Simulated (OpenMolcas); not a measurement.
## Dy2+: moving or changing the point charges

Dy2+ among 4 point charges of -2 e arranged as a tetrahedron (Td), 2.71 Å from the ion.

```json
{
  "Program": "OpenMolcas",
  "Method": "CASSCF",
  "Basis": "ANO-RCC-VDZP [7s6p4d2f1g]",
  "Scalar Hamiltonian": "DKH2, point nucleus",
  "Active space": "10 electrons in 7 orbitals (4f)",
  "State averaging": "2S+1 = 5 even, 35 roots (32 in the spin-orbit step); 2S+1 = 3 even, 106 roots kept (CI in the orbitals of an earlier block); 2S+1 = 1 even, 43 roots kept (CI in the orbitals of an earlier block, 31 in the spin-orbit step)",
  "Spin-orbit coupling": "RASSI with atomic mean-field integrals over the reference wave functions"
}
```

Runs around this geometry, states (labels of Td). Energies in cm-1 above the lowest state or level, χT in cm3 K/mol; under a threefold ground state the first gap can be a small split of the lowest multiplet, not the spin-orbit step.

```
R (Å)  Ground state  First state of that spin  First gap with spin-orbit (degeneracies)  Width of lowest J  χT at 300 K
 2.71           5T2                   5A1 2.2                                0.7 (3, 2)                 81       13.944
 2.88           5A1                   5T2 4.3                                7.7 (5, 3)                 56       13.952
 3.11           5A1                   5T1 5.4                                0.5 (3, 2)                 37       13.957
```

Taking the width of the lowest J multiplet as R^-n, n = -ln(37 / 81) / ln(3.11 / 2.71) = 5.7 between the shortest and longest distance.

The ground state changes within this set.

High states are left out of the spin-orbit mixing, which shifts the levels that they would mix with. This is an electrostatic model: the charges have no orbitals. A group larger than the point group allows holds several states that coincide in this model. No measured value stands beside these numbers.
